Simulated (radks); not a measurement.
Values are calculated unless marked as measured or tabulated.
Q: I XIII, 41 electrons, occupied as [Kr] 4d5. Level of theory: scalar-relativistic Kohn-Sham, LB94 model potential, spin-polarised, spherical densities, finite nucleus; open shells are filled with parallel spins first (spin-orbit coupling, left out, can overturn this in heavy ions); Fermi nuclear charge, rms radius 4.75 fm (a radial shooting solver on a logarithmic mesh with Libxc functionals). Some entries of the table are withheld. Estimate them.

| orbital | occ. | eigenvalue (eV) | <1/r> (bohr^-1) | <r> (bohr) |
|---|---|---|---|---|
| 1s down | 1 | -33392.67 | 56.89 | 0.02718 |
| 1s up | 1 | -33392.58 | 56.89 | 0.02718 |
| 2s up | 1 | -5392.739 | 13.04 | 0.1169 |
| 2s down | 1 | -5392.239 | 13.04 | 0.1169 |
| 2p up | 3 | -4872.328 | 12.49 | 0.1022 |
| 2p down | 3 | -4872.093 | 12.49 | 0.1022 |
| 3s up | 1 | -1294.677 | 4.677 | 0.3129 |
| 3s down | 1 | -1294.174 | 4.668 | 0.3132 |
| 3p up | 3 | -1125.472 | 4.457 | 0.3104 |
| 3p down | 3 | -1124.862 | 4.449 | 0.3108 |
| 3d up | 5 | -872.2946 | 4.231 | 0.2861 |
| 3d down | 5 | -871.1303 | 4.226 | 0.2865 |
| 4s up | 1 | -417.4079 | 1.962 | 0.7140 |
| 4s down | 1 | -414.4453 | 1.975 | 0.7115 |
| 4p up | 3 | -362.1554 | 1.825 | (1) |
| 4p down | 3 | -358.9394 | 1.837 | (2) |
| 4d up | 5 | -279.9398 | (3) | 0.8132 |
| 4d down | 0 | -276.6623 | (4) | 0.8107 |

A: 
(1) 4p up <r> (bohr): 0.7512
(2) 4p down <r> (bohr): 0.7488
(3) 4d up <1/r> (bohr^-1): 1.619
(4) 4d down <1/r> (bohr^-1): 1.630
